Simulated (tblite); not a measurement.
Species: C₃H₁₂NSi₂ (doublet state).
Atom-mapped SMILES: `[CH3:1][CH:2][N:3]([CH3:4])[SiH2:5][SiH3:6]` (hydrogens: H7, H8, H9 on C1; H10 on C2; H11, H12, H13 on C4; H14, H15 on Si5; H16, H17, H18 on Si6)

The geometry is computed with GFN2-xTB (gas phase). This method treats the open shell by occupation alone, without spin polarisation.

(1) Give the optimised bond lengths and angles.

## Answers

(1) 
```json
{"bond": "C1–C2", "length (bohr)": "2.793", "order": "single"}
{"bond": "C2–N3", "length (bohr)": "2.598", "order": "single"}
{"bond": "N3–C4", "length (bohr)": "2.728", "order": "single"}
{"bond": "N3–Si5", "length (bohr)": "3.295", "order": "single"}
{"bond": "Si5–Si6", "length (bohr)": "4.368", "order": "single"}
{"bond": "C1–H7, C1–H9", "length (bohr)": "2.059", "order": "single"}
{"bond": "C1–H8", "length (bohr)": "2.079", "order": "single"}
{"bond": "C2–H10", "length (bohr)": "2.034", "order": "single"}
{"bond": "C4–H11, C4–H12, C4–H13", "length (bohr)": "2.062", "order": "single"}
{"bond": "Si5–H14", "length (bohr)": "2.776", "order": "single"}
{"bond": "Si5–H15", "length (bohr)": "2.797", "order": "single"}
{"bond": "Si6–H16, Si6–H17, Si6–H18", "length (bohr)": "2.774", "order": "single"}
```

Bonds in one row agree within 0.02 bohr and their mean is given. Orders are formal, as drawn. A selection of angles:
```json
{"angle": "C2–C1–H7", "degrees": "109.7"}
{"angle": "C2–C1–H8", "degrees": "112.5"}
{"angle": "C2–C1–H9", "degrees": "111.3"}
{"angle": "H7–C1–H8", "degrees": "107.8"}
{"angle": "C1–C2–N3", "degrees": "121.5"}
{"angle": "C1–C2–H10", "degrees": "120.0"}
{"angle": "N3–C2–H10", "degrees": "116.9"}
{"angle": "C2–N3–C4", "degrees": "114.2"}
{"angle": "C2–N3–Si5", "degrees": "123.6"}
{"angle": "C4–N3–Si5", "degrees": "122.1"}
{"angle": "N3–C4–H11", "degrees": "110.1"}
{"angle": "N3–C4–H12", "degrees": "110.9"}
{"angle": "H11–C4–H12", "degrees": "108.8"}
{"angle": "H12–C4–H13", "degrees": "108.1"}
{"angle": "N3–Si5–Si6", "degrees": "113.8"}
{"angle": "N3–Si5–H14", "degrees": "102.4"}
{"angle": "N3–Si5–H15", "degrees": "107.9"}
{"angle": "Si6–Si5–H14", "degrees": "113.7"}
{"angle": "H14–Si5–H15", "degrees": "105.5"}
{"angle": "Si5–Si6–H16", "degrees": "112.0"}
{"angle": "Si5–Si6–H17", "degrees": "113.5"}
{"angle": "H16–Si6–H17", "degrees": "105.7"}
```

Dihedral angles: C1–C2–N3–C4 180° (antiperiplanar); C2–N3–Si5–Si6 57° (synclinal). The mirror-image conformer, all signs reversed, is as good.

The C–N distances run from 1.375 Å (C2–N3, drawn single) to 1.443 Å (N3–C4, drawn single), a spread of 0.068 Å. N3 (nitrogen bonded to 2 C and Si) is planar (angles 123.6°, 122.1° and 114.2°, sum 359.9°, 0.03 Å off the plane of its three neighbours). Si5 (silicon bonded to N, Si and 2 H) is distorted tetrahedral (angles from 102.4° to 113.8°). Of the pairs four or more bonds apart, Si6···H8 is among the closest relative to their van der Waals radii: 2.91 Å, 88 % of the sum of Bondi's values. C2 (carbon bonded to C, N and H) is almost planar (angles 121.5°, 120.0° and 116.9°, sum 358.4°, 0.09 Å off the plane of its three neighbours). Si6 (silicon bonded to Si and 3 H) is distorted tetrahedral (angles from 105.7° to 113.5°).

Point group: C1 (no symmetry element, even within 0.4 Å). GFN2-xTB frequencies show an imaginary mode (38i cm⁻¹), so the point is no minimum at that level. 3 starts were optimised and ended at 0.00, 0.24 and 0.86 kcal/mol (GFN2-xTB); the lowest of these is shown.

Time: 1.5 s wall. Hardware: one thread of an Arm Neoverse V2, on a shared host. These figures are those of the optimisation.
